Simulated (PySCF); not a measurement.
Spectrum to structure. Method: PySCF 2.14.0, density-fitted response routines, TDDFT PBE0/def2-SVPD, vertical, gas phase, core orbitals frozen in the response. Geometries: PBE0-D3(BJ)/def2-SVP, one conformer each.

| state | ν̃ (cm⁻¹) | f | main configurations (H = HOMO, L = LUMO) |
| --- | --- | --- | --- |
| S1 | 43570 | 0.0024 | H→L (78%), H-1→L+1 (9%), H-1→L (9%) |
| S2 | 45340 | 0.020 | H-1→L (53%), H→L+1 (36%) |
| S3 | 45850 | 0.0097 | H-1→L+1 (79%), H→L (10%), H→L+1 (9%) |
| S4 | 53390 | 0.577 | H→L+1 (46%), H-1→L (33%) |
| S5 | 55620 | 0.0063 | H→L+2 (89%) |
| S6 | 56020 | 0.108 | H-1→L+2 (82%) |
| S7 | 63330 | 0.0021 | H→L+3 (72%), H-1→L+3 (27%) |
| S8 | 63470 | 0.016 | H-1→L+3 (71%), H→L+3 (27%) |
| S9 | 65140 | 0.029 | H→L+4 (88%) |
| S10 | 65250 | 0.027 | H-1→L+4 (89%) |

Triplets computed (Tamm–Dancoff): 4.84, 5.11, 5.16, 5.49 eV.

Problem. Which structure fits?
A. `CCB(C)CC`
B. `[BH3-][N+]#CCC(F)F`
C. `CC(CN)CN`

Solution. B. Its S1, at 5.40 eV, is the lowest among the candidates; the nearest of the others has S1 at 5.83 eV. S1 is HOMO→LUMO (78%), HOMO-1→LUMO+1 (9%), HOMO-1→LUMO (9%). Löwdin shares by element: HOMO (one of a set within 0.03 eV) hydrogen 39% or more, boron 38%, nitrogen 10%; LUMO carbon 49%, nitrogen 32% (atoms not listed hold the other 20%). At the same level the other candidates give, for their lowest levels:
- `CCB(C)CC`: 5.83 eV (f 0.003); 6.12 eV (f 0.007); 7.29 eV (f 0.011); 7.58 eV (f 0.021); 7.66 eV (f 0.002); T1 5.30 eV; HOMO -7.91, LUMO -0.35 eV
- `CC(CN)CN`: 6.22 eV (f 0.023); 6.32 eV (f 0.010); 6.89 eV (f 0.014); 6.99 eV (f 0.007); 7.06 eV (f 0.004); T1 5.95 eV; HOMO -6.77, LUMO 0.68 eV

Conformer computed: `[BH3-:1][N+:2]#[C:3][CH2:4][CH:5]([F:6])[F:7]`: C3–C4–C5–F6 180°.

Without π bonds the low states are Rydberg-like; a valence basis with one diffuse set may place them up to an eV too high.
